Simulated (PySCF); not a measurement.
C₁₂H₁₀, SMILES c1(-c2ccccc2)ccccc1.

Coordinates come from a B3LYP-D3(BJ)/def2-SVP optimisation. Other conformers were not sampled.

Two levels are set side by side: TDA-PBE/def2-SVP (PySCF) and TDA-LC-ωPBE/def2-SVP (PySCF). Vertical, same geometry. The lowest singlet is HOMO→LUMO+1 58 %, HOMO−1→LUMO 42 % with PBE and HOMO→LUMO+1 44 %, HOMO−1→LUMO 35 %, HOMO−3→LUMO+2 11 %, HOMO−2→LUMO+3 10 % with the other functional; states are paired by order. Differences are taken from unrounded values.

```csv
quantity,TDA-LC-ωPBE,TDA-PBE,TDA-PBE minus TDA-LC-ωPBE
lowest singlet excitation (eV),5.45,4.57,-0.88
lowest triplet excitation (TDA) (eV),3.53,3.49,-0.05
first bright state (f over 0.05) (eV),5.69,4.83,-0.86
its oscillator strength,0.54,0.55,0.01
```

A lower first singlet is the usual sign of a functional without exact exchange. Differences between two approximate levels are no errors against the true value.

Rough cost on one machine, each run with all the roots and properties that it gave: TDA-LC-ωPBE against TDA-PBE about 3 times.
